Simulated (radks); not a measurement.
Results of a calculation; reference values are marked as such.
Task: Neutral zirconium, configuration [Kr] 4d2 5s2 (the NIST ground configuration). Level of theory: Dirac Kohn-Sham, PBE, spin-unpolarised, spherical densities, finite nucleus; open shells are shared between the two j in proportion to 2j + 1; Fermi nuclear charge, rms radius 4.2694 fm (a radial shooting solver on a logarithmic mesh with Libxc functionals). Some entries of the table are withheld. Estimate them.

| orbital | occ. | eigenvalue (hartree) | <r^2> (bohr^2) |
|---|---|---|---|
| 1s1/2 | 2 | -654.7544 | 0.001853 |
| 2s1/2 | 2 | (1) | 0.03111 |
| 2p1/2 | 2 | -83.03221 | 0.02360 |
| 2p3/2 | 4 | -79.87700 | 0.02498 |
| 3s1/2 | 2 | -14.86642 | 0.2409 |
| 3p1/2 | 2 | -12.00945 | 0.2415 |
| 3p3/2 | 4 | -11.50716 | 0.2525 |
| 3d3/2 | 4 | (2) | 0.2456 |
| 3d5/2 | 6 | (3) | 0.2493 |
| 4s1/2 | 2 | -2.00208 | 1.669 |
| 4p1/2 | 2 | -1.23693 | 2.086 |
| 4p3/2 | 4 | -1.17175 | 2.185 |
| 5s1/2 | 2 | (4) | (5) |
| 4d3/2 | 0.8 | (6) | 6.526 |
| 4d5/2 | 1.2 | (7) | 6.701 |

Result: 
(1) 2s1/2 eigenvalue (hartree): -90.70651
(2) 3d3/2 eigenvalue (hartree): -6.47120
(3) 3d5/2 eigenvalue (hartree): -6.37945
(4) 5s1/2 eigenvalue (hartree): -0.16313
(5) 5s1/2 <r^2> (bohr^2): 15.89
(6) 4d3/2 eigenvalue (hartree): -0.13514
(7) 4d5/2 eigenvalue (hartree): -0.13040
